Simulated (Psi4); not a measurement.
CN (SMILES [C]#N), doublet, at a GFN2-xTB geometry. Base run: BLYP/6-311G** run with Psi4.

Psi4 was given this input:
```
memory 2 GB

molecule {
0 2
  C    -0.00000000   -0.00000000   -0.61154216
  N     0.00000000    0.00000000    0.52417899
}

set basis 6-311g**
set reference uks

energy('blyp')
print_variables()
```

Each row names what was changed in the base input (with any setting that the change needs).

```
change                   E (Eh)  SCF-reference dipole (D)  SCF-reference <S^2>  core-seconds (rough)
--------------------  ---------  ------------------------  -------------------  --------------------
base                  -92.72483                      1.07                0.754                     4
functional = pbe0-dh  -92.61615                         -                0.783                     5
functional = m11      -92.68439                      1.65                0.762                     5
functional = m06      -92.67391                      1.65                0.762                     7
functional = bp86     -92.73628                      1.12                0.755                     5
functional = tpss     -92.75356                      1.21                0.757                    10
functional = mn15     -92.61939                      1.72                0.766                     5
functional = wb97x    -92.70224                      1.59                0.763                     6
functional = b3lyp5   -92.68694                      1.36                0.757                     6
functional = wb97x-v  -92.69791                      1.50                0.759                    20
functional = scan     -92.69405                      1.45                0.762                     8
functional = bhhlyp   -92.67655                      1.78                0.770                     3
functional = b3lyp    -92.73492                      1.36                0.757                     5
```

Total energies compare only within one method and basis.

Open shells are given as the SCF converged; they aren't shown to be the lowest states, and a large step between rows can be another state.
